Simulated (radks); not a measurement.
Task: All-electron atom: Sb II in [Kr] 4d9 5s2 5p3 (not the ground configuration). Calculated with a radial shooting solver on a logarithmic mesh with Libxc functionals: scalar-relativistic Kohn-Sham, PBE, spin-polarised, spherical densities, finite nucleus; open shells are filled with parallel spins first (spin-orbit coupling, left out, can overturn this in heavy ions); Fermi nuclear charge, rms radius 4.6802 fm. Some entries of the table are withheld. Estimate them.

| orbital | occ. | eigenvalue (hartree) | <r^2> (bohr^2) |
|---|---|---|---|
| 1s up | 1 | -1114.265 | 0.001094 |
| 1s down | 1 | -1114.262 | 0.001094 |
| 2s up | 1 | -170.1107 | 0.01773 |
| 2s down | 1 | -170.0985 | 0.01773 |
| 2p up | 3 | -152.7859 | 0.01401 |
| 2p down | 3 | -152.7749 | 0.01401 |
| 3s up | 1 | -33.85328 | 0.1249 |
| 3s down | 1 | -33.84526 | 0.1248 |
| 3p up | 3 | -28.20621 | 0.1254 |
| 3p down | 3 | -28.19701 | 0.1253 |
| 3d up | 5 | -19.59175 | 0.1106 |
| 3d down | 5 | -19.57921 | 0.1105 |
| 4s up | 1 | -6.06982 | 0.7001 |
| 4s down | 1 | -6.02691 | 0.6997 |
| 4p up | 3 | -4.32987 | 0.8158 |
| 4p down | 3 | -4.28660 | 0.8146 |
| 4d up | 5 | -1.79017 | (1) |
| 4d down | 4 | -1.74343 | (2) |
| 5s up | 1 | (3) | 4.853 |
| 5s down | 1 | (4) | 4.862 |
| 5p up | 3 | (5) | 7.096 |
| 5p down | 0 | (6) | 7.457 |

Result: 
(1) 4d up <r^2> (bohr^2): 1.189
(2) 4d down <r^2> (bohr^2): 1.176
(3) 5s up eigenvalue (hartree): -0.87341
(4) 5s down eigenvalue (hartree): -0.78531
(5) 5p up eigenvalue (hartree): -0.52797
(6) 5p down eigenvalue (hartree): -0.43986
